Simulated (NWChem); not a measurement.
System: BiF2 cation; SMILES [F][Bi+][F]

Output (shortened):

```
             Northwest Computational Chemistry Package (NWChem) 7.3.0
             --------------------------------------------------------

                             Geometry "geometry" -> ""
                             -------------------------

 Output coordinates in angstroms (scale by  1.889725989 to convert to a.u.)

  No.       Tag          Charge          X              Y              Z
 ---- ---------------- ---------- -------------- -------------- --------------
    1 Bi                  83.0000     0.00000000     0.00000000     0.19491600
    2 F                    9.0000    -1.46761200     0.00000000    -1.12573100
    3 F                    9.0000     1.46761200     0.00000000    -1.12573100

 Effective nuclear repulsion energy (a.u.)     415.0373374026

                                 NWChem DFT Module
                                 -----------------

 Summary of "ao basis" -> "ao basis" (spherical)
 ------------------------------------------------------------------------------
       Tag                 Description            Shells   Functions and Types
 ---------------- ------------------------------  ------  ---------------------
 Bi                        def2-svpd                12       32   5s4p3d
 F                         def2-svpd                 9       23   4s3p2d

            General Information
            -------------------
          SCF calculation type: DFT
          Wavefunction type:  closed shell.
          No. of atoms     :     3
          No. of electrons :    40
           Alpha electrons :    20
            Beta electrons :    20
          Charge           :     1
          Spin multiplicity:     1
          Use of symmetry is: off; symmetry adaption is: off
          Maximum number of iterations: 150
          AO basis - number of functions:    78
                     number of shells:    30
          Convergence on energy requested:  1.00D-06
          Convergence on density requested:  1.00D-05
          Convergence on gradient requested:  5.00D-04

              XC Information
              --------------
                         B3LYP Method XC Potential
                     Hartree-Fock (Exact) Exchange  0.200
                        Slater Exchange Functional  0.800 local
                    Becke 1988 Exchange Functional  0.720 non-local
              Lee-Yang-Parr Correlation Functional  0.810
                  VWN I RPA Correlation Functional  0.190 local

             Grid Information
             ----------------
          Grid used for XC integration:  medium
          Radial quadrature: Mura-Knowles
          Angular quadrature: Lebedev.
          Tag              B.-S. Rad. Rad. Pts. Rad. Cut. Ang. Pts.
          ---              ---------- --------- --------- ---------
          Bi                  1.60      123           9.0       590
          F                   0.50       49          10.0       434
          Grid pruning is: on
          Number of quadrature shells:   221
          Spatial weights used:  Erf1

      Superposition of Atomic Density Guess
      -------------------------------------

 Sum of atomic energies:        -444.01297284

 Renormalizing density from      41.00 to     40

      Non-variational initial energy
      ------------------------------

 Total energy =    -407.542572
 1-e energy   =    -879.296647
 2-e energy   =     346.187274
 HOMO         =      -0.832345
 LUMO         =      -0.416719

   convergence    iter        energy       DeltaE   RMS-Dens  Diis-err
 ---------------- ----- ----------------- --------- --------- ---------
 d= 0,ls=0.0,diis     1   -413.6567107050 -5.39D+02  4.70D-02  2.88D+00
 d= 0,ls=0.0,diis     2   -410.4662905098  3.19D+00  3.77D-02  3.07D+01
 d= 0,ls=0.0,diis     3   -413.9611593259 -3.49D+00  5.40D-03  3.48D-02
 d= 0,ls=0.0,diis     4   -413.9647506177 -3.59D-03  1.36D-03  1.07D-02
 d= 0,ls=0.0,diis     5   -413.9658657558 -1.12D-03  2.31D-04  6.78D-04
  Resetting Diis
 d= 0,ls=0.0,diis     6   -413.9659442474 -7.85D-05  3.67D-05  1.18D-05
 d= 0,ls=0.0,diis     7   -413.9659454100 -1.16D-06  7.27D-06  1.50D-07
 d= 0,ls=0.0,diis     8   -413.9659454136 -3.63D-09  3.52D-06  1.29D-07

         Total DFT energy =     -413.965945413635
      One electron energy =     -891.172646027863
           Coulomb energy =      389.519095160279
    Exchange-Corr. energy =      -37.879195826377
 Nuclear repulsion energy =      125.566801280325

 Numeric. integr. density =       39.999985017058

                       DFT Final Molecular Orbital Analysis
                       ------------------------------------

 Vector   18  Occ=2.000000D+00  E=-6.358933D-01
              MO Center=  1.2D-05,  1.5D-10, -1.1D+00, r^2= 2.6D+00
   Bfn.  Coefficient  Atom+Function         Bfn.  Coefficient  Atom+Function
  ----- ------------  ---------------      ----- ------------  ---------------
    38      0.470449  2 F  py                61     -0.470452  3 F  py
    41     -0.310657  2 F  py                64      0.310659  3 F  py
    18     -0.083562  1 Bi d -2              44     -0.079963  2 F  py
    67      0.079964  3 F  py                23      0.030304  1 Bi d -2
    51     -0.026245  2 F  d -2              74     -0.026246  3 F  d -2

 Vector   19  Occ=2.000000D+00  E=-6.297136D-01
              MO Center=  1.6D-06, -3.8D-11, -1.1D+00, r^2= 2.7D+00
   Bfn.  Coefficient  Atom+Function         Bfn.  Coefficient  Atom+Function
  ----- ------------  ---------------      ----- ------------  ---------------
    37      0.416754  2 F  px                60      0.416756  3 F  px
    40     -0.281488  2 F  px                63     -0.281489  3 F  px
    39     -0.234581  2 F  pz                62      0.234578  3 F  pz
    42      0.149889  2 F  pz                65     -0.149887  3 F  pz
    21     -0.070527  1 Bi d  1              43     -0.066109  2 F  px

 Vector   20  Occ=2.000000D+00  E=-6.215530D-01
              MO Center=  7.0D-06, -9.9D-11, -7.7D-01, r^2= 3.0D+00
   Bfn.  Coefficient  Atom+Function         Bfn.  Coefficient  Atom+Function
  ----- ------------  ---------------      ----- ------------  ---------------
    39      0.435663  2 F  pz                62      0.435665  3 F  pz
     3      0.309957  1 Bi s                 42     -0.295909  2 F  pz
    65     -0.295911  3 F  pz                 4      0.292961  1 Bi s
    14      0.216216  1 Bi pz                 1     -0.206556  1 Bi s
     8     -0.112505  1 Bi pz                22      0.106085  1 Bi d  2

 Vector   21  Occ=0.000000D+00  E=-4.120264D-01
              MO Center=  7.4D-08, -5.4D-09,  1.7D-01, r^2= 2.7D+00
   Bfn.  Coefficient  Atom+Function         Bfn.  Coefficient  Atom+Function
  ----- ------------  ---------------      ----- ------------  ---------------
    13      0.705289  1 Bi py                16      0.501220  1 Bi py
     7     -0.312173  1 Bi py                38      0.191799  2 F  py
    61      0.191799  3 F  py                10     -0.144569  1 Bi py
    41     -0.136991  2 F  py                64     -0.136991  3 F  py
    44     -0.072932  2 F  py                67     -0.072932  3 F  py

 Vector   22  Occ=0.000000D+00  E=-3.101076D-01
              MO Center= -2.7D-08, -1.8D-09,  3.7D-01, r^2= 3.2D+00
   Bfn.  Coefficient  Atom+Function         Bfn.  Coefficient  Atom+Function
  ----- ------------  ---------------      ----- ------------  ---------------
    15      0.805617  1 Bi px                12      0.631656  1 Bi px
     6     -0.270384  1 Bi px                36      0.228369  2 F  s
    59     -0.228368  3 F  s                 39     -0.207327  2 F  pz
    62      0.207327  3 F  pz                42      0.175113  2 F  pz
    65     -0.175112  3 F  pz                21      0.169990  1 Bi d  1

 Vector   23  Occ=0.000000D+00  E=-2.982313D-01
              MO Center=  1.1D-07, -1.5D-09,  1.9D-01, r^2= 3.4D+00
   Bfn.  Coefficient  Atom+Function         Bfn.  Coefficient  Atom+Function
  ----- ------------  ---------------      ----- ------------  ---------------
    17      0.794575  1 Bi pz                14      0.599649  1 Bi pz
     4     -0.512732  1 Bi s                  3     -0.364716  1 Bi s
    36      0.257710  2 F  s                 59      0.257711  3 F  s
     8     -0.255023  1 Bi pz                37     -0.228587  2 F  px
    60      0.228587  3 F  px                 1      0.209586  1 Bi s

     Multipole analysis of the density
     ---------------------------------

     L   x y z        total         alpha         beta         nuclear
     -   - - -        -----         -----         ----         -------
     0   0 0 0      1.000000    -20.000000    -20.000000     41.000000

     1   1 0 0      0.000001      0.000001      0.000001      0.000000
     1   0 1 0      0.000000      0.000000      0.000000      0.000000
     1   0 0 1      1.712172     15.766109     15.766109    -29.820046

     2   2 0 0    -27.853024    -83.151468    -83.151468    138.449912
     2   1 1 0      0.000000      0.000000      0.000000      0.000000
     2   1 0 1     -0.000003     -0.000001     -0.000001      0.000000
     2   0 2 0    -22.309224    -11.154612    -11.154612      0.000000
     2   0 1 1      0.000000      0.000000      0.000000      0.000000
     2   0 0 2    -25.903504    -55.241522    -55.241522     84.579540

[...]

 DFT Linear Response polarizability / au
 Frequency  =       0.0000000 / au
              X              Y              Z
 -----------------------------------------------
 X      35.4982766     -0.0000000      0.0000016
 Y      -0.0000000     22.1153135      0.0000000
 Z       0.0000016      0.0000000     31.4498841
 -----------------------------------------------
 Eigenvalues =      35.4982766     22.1153135     31.4498841
 Isotropic   =      29.6878247
 Anisotropic =      11.8875437
 -----------------------------------------------

 Magnetic Dipole Response Matrix (nonzero elements):

 Exiting AOResponse driver routine
```

Level: B3LYP/def2-SVPD with def2 effective core potentials on Bi. Geometry: optimised at PBE0/def2-SVP. B3LYP is NWChem's, with the RPA form of VWN correlation. def2 effective core potentials on Bi; no spin-orbit coupling.

Problem. Write an input that gives this output.

Solution. Several could match; the one computed here: the input that was run:
```
start job
memory heap 200 mb stack 900 mb global 1100 mb
charge 1
geometry units angstroms noautosym nocenter noautoz
  Bi     0.000000     0.000000     0.194916
  F     -1.467612     0.000000    -1.125731
  F      1.467612     0.000000    -1.125731
end
basis spherical
  * library def2-svpd
end
ecp
  Bi library def2-ecp
end
dft
  xc b3lyp
  iterations 150
end
property
  response 1 0.0
end
task dft property
```
